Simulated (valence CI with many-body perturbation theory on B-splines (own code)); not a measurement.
# Ce: E2, M1 decay

Level of theory: relativistic CI+MBPT: four valence electrons over a frozen Dirac-Fock core [Xe], radial functions for each j: 8 s, 8 p, 9 d, 9 f, 6 g, 3 h, 2 i, with the one-electron correlation potential Σ1, the two-electron term Σ2, the three-electron term Σ3, Breit, model QED; selected CI, second order for the rest (own B-spline code, finite nucleus).

Against 61 measured levels this calculation errs by 235 cm⁻¹ on average and by 892 at most. These come from a selection out of the NIST Handbook of Basic Atomic Spectroscopic Data. Levels without a partner in it may be off by more, other configurations by several thousand cm⁻¹. Among the levels kept, up to 540 cm⁻¹ of a level comes from second order outside the variational space, and about a tenth of that is noise between levels of different J, which matters for small intervals. 3 measured levels below the end of the list, from 5637 cm⁻¹ on, found no clear computed partner.

Lines 1 to 29 of 29 in falling wavelength, among levels below 1.032 eV, chosen from the decays that carry over 1 % of a level's rate. Wavelengths and rates use the calculated energies, so an error of 200 cm⁻¹ moves a line at 6264 nm by 13 % and its rate by three times that or more. Electric multipoles are in the length gauge, E1 and E2 with the static RPA response of the core. S is in atomic units (e²a₀⁴ for E2 and M2, e²a₀⁶ for E3), for M1 in squared Bohr magnetons. Weak lines are less certain than strong ones. Lines between different terms over intervals too small for the method are left out, as are lines whose strength nearly cancels and 21 of this kind that miss the measured wavelength by over 7 %. Where a level lies close to another of its J and parity, the split of strength between their lines is uncertain.

Names give the largest LS component (configuration and term), which can be under half, so a name can repeat, a term be missing and a line seem to break the LS rules; names also repeat where a configuration has a term twice. Letters in brackets count levels of one name in rising energy.

| λ vac (nm) | λ from measured levels | Upper | Lower | Type | A (s⁻¹) | S (a.u.) |
| --- | --- | --- | --- | --- | --- | --- |
| 17150 | 17620 | 4f 5d2 6s 5I°_5 | 4f 5d2 6s 5I°_4 | M1 | 1.10e-02 | 2.27e+01 |
| 11740 | 11630 | 4f 5d2 6s 5H°_7 | 4f 5d2 6s 5H°_6 [a] | M1 | 2.86e-02 | 2.58e+01 |
| 10710 | 10760 | 4f 5d 6s2 3H°_5 | 4f 5d 6s2 3H°_4 | M1 | 1.35e-02 | 6.77e+00 |
| 10020 | 9471 | 4f 5d 6s2 3D°_2 | 4f 5d 6s2 3D°_1 | M1 | 2.20e-02 | 4.09e+00 |
| 7025 | 6972 | 4f 5d 6s2 3F°_3 | 4f 5d 6s2 3F°_2 | M1 | 4.92e-02 | 4.43e+00 |
| 6685 | 6959 | 4f 5d 6s2 3F°_4 | 4f 5d 6s2 3F°_3 | M1 | 5.83e-02 | 5.81e+00 |
| 6264 | 6510 | 4f 5d2 6s 5H°_6 [b] | 4f 5d2 6s 3G°_5 | M1 | 4.78e-02 | 5.66e+00 |
| 5952 | 6013 | 4f 5d 6s2 3F°_3 | 4f 5d 6s2 1G°_4 | M1 | 4.14e-03 | 2.27e-01 |
| 5811 | 5805 | 4f 5d2 6s 3G°_3 | 4f 5d2 6s 5H°_4 | M1 | 5.02e-04 | 2.55e-02 |
| 5810 | 5658 | 4f 5d 6s2 3H°_6 | 4f 5d 6s2 3H°_5 | M1 | 1.20e-01 | 1.13e+01 |
| 5532 | 5761 | 4f 5d2 6s 3G°_4 | 4f 5d2 6s 5H°_4 | M1 | 9.43e-03 | 5.33e-01 |
| 5401 | 5492 | 4f 5d 6s2 3F°_4 | 4f 5d 6s2 3H°_4 | M1 | 1.58e-02 | 8.30e-01 |
| 4948 | 4919 | 4f 5d 6s2 3G°_4 | 4f 5d 6s2 3H°_4 | M1 | 4.33e-03 | 1.75e-01 |
| 4529 | 4651 | 4f 5d 6s2 1D°_2 | 4f 5d 6s2 3F°_2 | M1 | 4.08e-02 | 7.03e-01 |
| 4428 | 4528 | 4f 5d 6s2 3H°_5 | 4f 5d 6s2 1G°_4 | M1 | 8.80e-02 | 3.12e+00 |
| 4176 | 4235 | 4f 5d2 6s 3F°_4 [a] | 4f 5d2 6s 3G°_5 | M1 | 7.38e-03 | 1.79e-01 |
| 3359 | 3174 | 4f 5d2 6s 5D°_3 [a] | 4f 5d2 6s 5H°_3 [b] | M1 | 1.25e-03 | 1.23e-02 |
| 3315 | 3122 | 4f 5d2 6s 3F°_4 [a] | 4f 5d2 6s 5H°_3 [b] | M1 | 1.16e-03 | 1.41e-02 |
| 3238 | 3245 | 4f 5d2 6s 5D°_3 [a] | 4f 5d2 6s 5H°_4 | M1 | 1.33e-03 | 1.17e-02 |
| 3197 | 3190 | 4f 5d2 6s 3F°_4 [a] | 4f 5d2 6s 5H°_4 | M1 | 2.24e-03 | 2.44e-02 |
| 3149 | 3226 | 4f 5d 6s2 3F°_4 | 4f 5d 6s2 1G°_4 | M1 | 3.21e-02 | 3.35e-01 |
| 2547 | 2487 | 4f 5d2 6s 3F°_2 [a] | 4f 5d2 6s 5H°_3 [a] | M1 | 1.67e-02 | 5.12e-02 |
| 2015 | 1890 | 4f 5d2 6s 5D°_3 [a] | 4f 5d 6s2 3F°_2 | M1 | 3.56e-03 | 7.56e-03 |
| 1998 | 1872 | 4f 5d2 6s 3F°_4 [a] | 4f 5d 6s2 3F°_2 | E2 | 4.50e-04 | 1.15e+01 |
| 1972 | 1930 | 4f 5d2 6s 3F°_2 [a] | 4f 5d 6s2 3F°_2 | M1 | 3.67e-03 | 5.21e-03 |
| 1972 | 1930 | 4f 5d2 6s 3F°_2 [a] | 4f 5d 6s2 3F°_2 | E2 | 4.79e-04 | 6.37e+00 |
| 1959 | 2093 | 4f 5d 6s2 3D°_3 | 4f 5d 6s2 3F°_2 | M1 | 7.60e-02 | 1.48e-01 |
| 1901 | 1795 | 4f 5d2 6s 3F°_4 [a] | 4f 5d 6s2 1G°_4 | M1 | 2.55e-03 | 5.85e-03 |
| 1901 | 1795 | 4f 5d2 6s 3F°_4 [a] | 4f 5d 6s2 1G°_4 | E2 | 1.90e-03 | 3.79e+01 |
